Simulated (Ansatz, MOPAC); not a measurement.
Species: CsBr (charge 0, singlet). SMILES: [Br][Cs]
Coordinates optimised at B3LYP-D3(BJ)/def2-TZVP (Ansatz, a quantum-chemistry and plane-wave program):
```xyz
2

Cs     0.0000     0.0000    -1.2201
Br     0.0000     0.0000     1.9173
```

Property: size of the dipole moment, in D. Conventions: STO-3G and 3-21G all-electron and non-relativistic; spin-orbit terms left out; LANL2DZ with its own core potentials from Na on; def2 sets with scalar-relativistic core potentials past Kr. Ab initio and DFT rows: single points at B3LYP-D3(BJ) geometries (Ansatz). Semi-empirical rows: dipoles at the shared geometry.

```
level           program  size of the dipole moment (D)
--------------  -------  -----------------------------
PM6               MOPAC                          11.36
MNDO              MOPAC                          13.62
SVWN5/LANL2DZ    Ansatz                          12.53
PBE/3-21G        Ansatz                          12.60
PBE/LANL2DZ      Ansatz                          12.55
PBE/def2-SVP     Ansatz                          10.28
B3LYP/3-21G      Ansatz                          13.00
B3LYP/def2-SVP   Ansatz                          10.63
PBE0/LANL2DZ     Ansatz                          13.42
```

No value to compare with is used here. The 9 habitual levels span 10.28 (PBE/def2-SVP) to 13.62 D (MNDO).

The levels are drawn from those run, B3LYP/6-31G* more often than the rest, none by its result; left out are runs that failed, that the program found above a lower state of the same kind, or whose <S^2> lies over 0.5 above the pure value.
